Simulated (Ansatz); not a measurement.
Reaction (ligand exchange at the Si–S bond): `Cl[SiH2]S[Si](Cl)(Cl)Cl` + `[NH2][AlH2]` → `[AlH2][NH][SiH2]Cl` + `S[Si](Cl)(Cl)Cl`

Program: Ansatz. Geometries: PBE0-D4/def2-TZVP. ΔE: electronic, gas phase. CCSD(T)/CBS adds triple-zeta CCSD(T) − MP2 to the extrapolated MP2 energy (def2 sets, frozen cores). This one scheme is used for every species. Functionals use def2-TZVPP. B3LYP here is the variant with VWN-RPA as its local correlation; programs differ in this. Each species was taken in one conformer, which may not be the lowest.

`Cl[SiH2]S[Si](Cl)(Cl)Cl`:

Cartesian coordinates in Å:
```
Cl -1.321 2.192 -0.234
Si 0.201 1.223 -1.193
S 1.443 0.113 0.148
Si 0.060 -1.184 1.075
Cl 1.125 -2.762 1.775
Cl -0.880 -0.298 2.638
Cl -1.360 -1.849 -0.218
H 1.125 2.220 -1.773
H -0.393 0.345 -2.218
```

`[NH2][AlH2]`:

Z-matrix (Å, degrees):
```
N
Al 1 1.766
H 1 1.007 2 124.9
H 1 1.007 2 124.9 3 180.0
H 2 1.583 1 117.9 3 -180.0
H 2 1.583 1 117.9 3 0.0
```

`[AlH2][NH][SiH2]Cl`:

```xyz
9

Al   -0.809    1.413    0.789
N     0.244    0.503   -0.337
Si    0.600   -1.168   -0.347
Cl   -0.430   -2.182   -1.823
H    -1.468    0.609    1.977
H    -0.987    2.961    0.524
H     0.643    1.027   -1.107
H     2.032   -1.426   -0.624
H     0.176   -1.737    0.950
```

`S[Si](Cl)(Cl)Cl`:

```xyz
6

S    -1.634   -0.602   -0.213
Si    0.397   -0.057   -0.121
Cl    1.373   -1.318   -1.373
Cl    0.707    1.863   -0.712
Cl    1.158   -0.236    1.755
H    -2.001    0.350    0.665
```

(1) Is it downhill or uphill in electronic energy at CCSD(T)/CBS, and by how much? (Estimate.)

(2) What do these levels give: r2SCAN-D4, PBE0-D4, B3LYP-D4, ωB97M-V, B2PLYP, PBE, r2SCAN, B3LYP, SCS-MP2/def2-TZVPP, CCSD/def2-TZVPP, SCS-MP2/def2-QZVPP, CCSD/CBS(def2)? (Best estimate.)

Largest T1 diagnostic among the species: 0.011.

Results:

(1) The calculation gave: Downhill: ΔE = -4.9 kJ/mol.

(2) Computed: r2SCAN-D4 -2.7, PBE0-D4 1.9, B3LYP-D4 -2.1, ωB97M-V -5.3, B2PLYP -11.8, PBE -2.6, r2SCAN -5.0, B3LYP -15.2, SCS-MP2/def2-TZVPP -10.2, CCSD/def2-TZVPP -14.0, SCS-MP2/def2-QZVPP -7.8, CCSD/CBS(def2) -8.6 kJ/mol.

The D4 term adds +13.1 kJ/mol with B3LYP and +7.6 kJ/mol with PBE0; it sums over pairs of atoms, weighted by their polarisabilities, and B3LYP, whose exchange is more repulsive, gets the larger term. From PBE to PBE0 (25 % exact exchange), in def2-TZVPP and without D4, ΔE moves by −3.1 kJ/mol.
